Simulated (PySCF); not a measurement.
# Telling isomers of C$_{4}$H$_{9}$O$_{2}$PSi$_{2}$ apart by NMR

In vacuum, non-relativistic, one conformer, rapidly exchanging positions averaged. NMR shieldings at PBE0/pcSseg-1/GIAO; GFN2-xTB geometry; PySCF 2.14.

Scale: ¹H (σref 31.72), ¹³C (σref 186.93) vs TMS (reference shieldings calculated alike). Splittings of carbon signals by F and P are missing where no couplings were computed. Where no couplings were computed, multiplicities follow the n + 1 count of equivalent neighbours, and m marks all less simple cases (inequivalent or close neighbours, rings, F or P nearby). Shifts are as computed. Against solution values, carbons near 30 ppm lie about +3 ppm off and those near 130 ppm about +5 ppm (rms about the fit 2.1 ppm; single classes can miss by 10 ppm). Of 1328 compounds with measured shifts, 309 miss one by over three times the rms of a fit or turn the order of signals round; such compounds aren't used in these exercises. Signals without a measured value on file couldn't be tested in this way; 1H shifts scatter by 0.2 ppm about their fit, and single ones miss by 0.5 ppm.

(1) Tabulate the signals of `C=CC(=O)C(=O)[SiH2][SiH2]P`, `COC(=O)C#C[Si@@H]([SiH3])P` and their relative energies.

(2) What is the quickest way to tell C=CC(=O)C(=O)[SiH2][SiH2]P from COC(=O)C#C[Si@@H]([SiH3])P?

Answers

(1) 
```json
{"SMILES": "C=CC(=O)C(=O)[SiH2][SiH2]P", "carbon types": "2×C 1×CH 1×CH2", "δC": "250.3, 191.3, 148.5, 132.9", "δH": "7.52 (m, 1H), 7.04 (m, 1H), 6.64 (m, 1H), 4.34 (m, 2H), 4.05 (m, 2H), 1.08 (m, 2H)", "E rel. (kcal/mol)": "0.0"}
{"SMILES": "COC(=O)C#C[Si@@H]([SiH3])P", "carbon types": "3×C 1×CH3", "δC": "159.0, 108.1, 94.8, 51.0", "δH": "4.72 (m, 1H), 4.10 (s, 3H), 3.67 (m, 3H), 1.18 (m, 2H)", "E rel. (kcal/mol)": "4.3"}
```

Energies are electronic energies at PBE0/pcSseg-1 on these geometries, without zero-point or thermal terms, each for the one conformer computed, which needn't be the lowest.

(2) Both give the same number of carbon signals, but DEPT or the intensities differ. The first has a carbonyl carbon (C) at 250.3 ppm, the second an alkyne carbon (C) at 108.1 ppm. Their most deshielded carbons lie at 250.3 and 159.0 ppm. In the proton spectra the most deshielded non-exchanging signals are 7.52 (m, 1H) and 4.72 (m, 1H).
